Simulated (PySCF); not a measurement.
**Electronic structure of Zn⁺ (zinc, charge +1) at the UHF level**

Configuration: [Ar] 3d10 4s1, 2S determinant. Computed with PySCF 2.14 in def2-TZVP (6s5p4d1f, 48 functions), with no relativity, point nucleus.

```
Total energy                                     : -1777.526441 hartree
One-electron energy                              : -2473.8323 hartree
Hartree (Coulomb) energy                         : 765.8117 hartree
Exchange energy                                  : -69.5058 hartree
Kinetic energy                                   : 1777.46777 hartree
⟨S²⟩                                             : 0.7509
⟨L²⟩                                             : 0.000
Sum of ⟨r⟩                                       : 18.72 bohr
Sum of ⟨r²⟩                                      : 22.62 bohr²
Density at the nucleus (Gaussians lack the cusp) : 18000 bohr⁻³
Spin density at the nucleus                      : 6.48 bohr⁻³
Langevin diamagnetic susceptibility              : -17.9 ×10⁻⁶ cm³/mol
Time after the integrals                         : 0.23 s of wall time on 1 thread of Neoverse-N1 (shared host)
```

```tsv
shell	electrons	mean orbital energy (hartree)	rms radius, mean of both spins (bohr)
1s α	1	-353.64991	0.0591
1s β	1	-353.64651	0.0591
2s α	1	-44.70294	0.248
2s β	1	-44.70040	0.248
2p β	3	-39.26660	0.221
2p α	3	-39.26574	0.221
3s α	1	-5.98347	0.742
3s β	1	-5.97375	0.742
3p α	3	-4.18352	0.782
3p β	3	-4.18308	0.782
3d α	5	-1.12572	0.993
3d β	5	-1.12498	0.993
4s α	1	-0.61334	2.75
```
